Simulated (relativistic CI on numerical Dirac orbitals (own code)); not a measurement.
Cr2+ in a cubic cluster: 3s photoemission with charge transfer

Computed with a charge-transfer multiplet model of a cubic metal-ligand cluster with up to 2 ligand holes, Slater and spin-orbit integrals from Dirac-Coulomb-Breit ions, Slater integrals scaled by 0.8. The ground state mixes d4 with configurations of k ligand holes L, whose averages lie at kΔ + k(k − 1)U_dd/2; a core hole lowers each added d electron by U_cd. 20 K, Lorentzian 1.4 eV and Gaussian 0.8 eV FWHM.

Atomic integrals in eV (Slater integrals scaled, ζ unscaled), ground: F2dd 7.675, F4dd 4.768, zeta_d 0.027; with the core hole: F2dd 8.667, F4dd 5.429, zeta_d 0.034, G2cd 8.892.

Cluster parameters (eV): Δ = 3.7, U_dd = 6.4, U_cd = 7.2, 10Dq = 0.25, 10Dq(ligand) = 0.3, final-state hopping factor = 0.8.

Weights, n_d and S are thermal averages at 20 K. Binding energies count from the first peak over 30 % of the highest in each spectrum, which can be another peak from case to case. The parameters are a model scan and need not match a compound or its usual spin state. Peaks in eV (height, largest 100): 0.0 (60), 5.0 (68), 6.9 (100), 10.5 (62), 15.9 (72).

Question: Which parameters give this spectrum?
A. V(eg) = 1.2 eV, V(t2g) = -0.55 eV
B. V(eg) = 1.8 eV, V(t2g) = -0.83 eV
C. V(eg) = 0.9 eV, V(t2g) = -0.41 eV

Answer: C. V(eg) = 0.9 eV, V(t2g) = -0.41 eV; the ground state then has 4.21 d electrons and S = 2.00. The choice follows from running the model for each set and comparing peak positions and heights. Without intra-shell correlation the exchange splitting of the 3s hole comes out too large.
